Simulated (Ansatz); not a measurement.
Ansatz (an electronic-structure program) input (CAM-B3LYP/def2-TZVPD):

Ansatz 0.2 input:
```yaml
crystal:
  periodic: [false, false, false]
  atoms:
    - {symbol: C, position_ang: [3.01284702, 0.40168678, 0.10285175]}
    - {symbol: C, position_ang: [1.61985373, -0.05815493, 0.52044288]}
    - {symbol: C, position_ang: [0.64394957, -0.14381939, -0.67490979]}
    - {symbol: C, position_ang: [-0.71958633, -0.60064488, -0.30084377]}
    - {symbol: C, position_ang: [-1.71224266, 0.30931990, 0.32100608]}
    - {symbol: O, position_ang: [-3.06395417, -0.05174311, 0.03088677]}
    - {symbol: H, position_ang: [3.45170933, -0.28594996, -0.62401991]}
    - {symbol: H, position_ang: [3.68684095, 0.45613397, 0.95959547]}
    - {symbol: H, position_ang: [2.97809240, 1.39170371, -0.35805076]}
    - {symbol: H, position_ang: [1.21016423, 0.62794243, 1.26698963]}
    - {symbol: H, position_ang: [1.67768325, -1.03852123, 1.00131443]}
    - {symbol: H, position_ang: [1.07508579, -0.81873925, -1.42071422]}
    - {symbol: H, position_ang: [0.58986119, 0.84845293, -1.13888260]}
    - {symbol: H, position_ang: [-0.93535297, -1.66335778, -0.26011572]}
    - {symbol: H, position_ang: [-1.50976179, 1.34750783, 0.01957351]}
    - {symbol: H, position_ang: [-1.65182883, 0.28530604, 1.41745242]}
    - {symbol: H, position_ang: [-3.12978802, -0.18685879, -0.92151944]}
basis:
  gaussian:
    orbitals: def2-TZVPD
hamiltonian:
  xc: {name: CAM-B3LYP}
magnetization: {spin_polarized: true, initial_magnetization: 1}
output: {forces: true}
```

Output:

```
Functional definition: CAM-B3LYP
integrals: 0.38 GiB planned
1615 factors; their error is unknown
integrals: 0.42 GiB planned
784 factors; integrals over basis functions are off by at most 1.1e-5 eV
0.47 GiB of the device are held for the grids
2.37 GiB of device memory are held for the factors and their scratch space
mean field: 2.88 GiB planned
mean field evaluation 1: about -7399.3502 eV, gradient 4.8e1 eV
mean field evaluation 2: about -7399.7044 eV, gradient 4.9e1 eV
mean field evaluation 4: about -7409.0723 eV, gradient 2.5e0 eV
mean field evaluation 8: about -7409.0996 eV, gradient 2.0e-1 eV
mean field evaluation 16: about -7409.0492 eV, gradient 7.5e-4 eV
mean field -7409.04919535 eV, -272.2775358953 hartree, gradient 3.6e-5 eV, S^2 0.754479; 0 other end points of the search recorded, 0 dependent functions left out
the calculation of the forces begins
reference -7409.04936941 eV, -272.2775422917 hartree; 25, 24 occupied and 299, 300 virtual orbitals, 1615 factors
Total energy: -7409.04936941 eV, -272.2775422917 hartree
Atom 0 at     3.012847     0.401687     0.102852 Å, force    -0.095005    -0.029927     0.022043 eV/Å
Atom 1 at     1.619854    -0.058155     0.520443 Å, force    -0.006249     0.011574    -0.129659 eV/Å
Atom 2 at     0.643950    -0.143819    -0.674910 Å, force     0.082012     0.023151     0.117686 eV/Å
Atom 3 at    -0.719586    -0.600645    -0.300844 Å, force    -0.010019     0.029395     0.028011 eV/Å
Atom 4 at    -1.712243     0.309320     0.321006 Å, force    -0.106368    -0.030017     0.008427 eV/Å
Atom 5 at    -3.063954    -0.051743     0.030887 Å, force     0.263733     0.054276    -0.093257 eV/Å
Atom 6 at     3.451709    -0.285950    -0.624020 Å, force    -0.015104     0.020630     0.025543 eV/Å
Atom 7 at     3.686841     0.456134     0.959595 Å, force    -0.024523    -0.002193    -0.029437 eV/Å
Atom 8 at     2.978092     1.391704    -0.358051 Å, force     0.001250    -0.031342     0.016778 eV/Å
Atom 9 at     1.210164     0.627942     1.266990 Å, force     0.020135    -0.016912    -0.020265 eV/Å
Atom 10 at     1.677683    -1.038521     1.001314 Å, force     0.006119     0.030296    -0.015537 eV/Å
Atom 11 at     1.075086    -0.818739    -1.420714 Å, force    -0.023806     0.020978     0.026246 eV/Å
Atom 12 at     0.589861     0.848453    -1.138883 Å, force    -0.002975    -0.036635     0.012519 eV/Å
Atom 13 at    -0.935353    -1.663358    -0.260116 Å, force    -0.000852     0.018710    -0.006193 eV/Å
Atom 14 at    -1.509762     1.347508     0.019574 Å, force    -0.045042    -0.060740     0.005764 eV/Å
Atom 15 at    -1.651829     0.285306     1.417452 Å, force     0.004930    -0.005058    -0.056331 eV/Å
Atom 16 at    -3.129788    -0.186859    -0.921519 Å, force    -0.048233     0.003813     0.087662 eV/Å
Dipole moment:     0.380200     0.030002    -0.172751 e Å
```

It need not be the lowest isomer of its formula.
